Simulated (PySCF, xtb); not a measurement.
BiH3O, SMILES [OH][BiH2].

Harmonic wavenumbers (cm⁻¹) from xtb with GFN2-xTB at its own minimum, in rising order: 303, 439, 587, 594, 833, 917, 1786, 1793, 3694.

**Question.** What does PBE0-D3(BJ)/def2-TZVP (PySCF) give at its own minimum? (Estimate from the structure and the level; the computed values follow.)

**Answer.** 248, 552, 584, 594, 781, 902, 1787, 1790, 3883. Paired by order, the mean absolute difference is 48 cm⁻¹ and the zero-point energies are 15.6 and 15.9 kcal/mol.
